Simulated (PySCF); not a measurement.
Relaxation of singlet GeCl₂

All numbers come from PySCF, PBE0, basis Ge def2-SVP, Cl def2-SVP (no relativity, density fitting). A (50,194) grid was used.

A hand-made linear start, of D∞h symmetry, held to at least that symmetry:

```xyz
3
charge 0 multiplicity 1, angstrom
Ge    0.0000    0.0000    0.0000
Cl    0.0000    0.0000    2.2000
Cl    0.0000    0.0000   -2.2000
```

Optimiser trace:
| step | E − E(last) (kJ/mol) | largest gradient (Eh/bohr) |
| --- | --- | --- |
| 0 | 18.15 | 0.03422 |
| 1 | 0.47 | 0.00491 |
| 2 | 0.02 | 0.00091 |
| 3 | 0.00 | 0.00003 |

It ends at D∞h with Ge–Cl 2.314 Å (×2); Cl–Ge–Cl 180.0°. A frequency run shows 2 imaginary modes (one degenerate set), down to 163i cm⁻¹, so it is a higher-order saddle point.

Final geometry:
```xyz
3
charge 0 multiplicity 1, angstrom
Ge    0.0000    0.0000    0.0000
Cl    0.0000    0.0000    2.3145
Cl    0.0000    0.0000   -2.3145
```

The relaxation took roughly 9 core-seconds on a shared host.
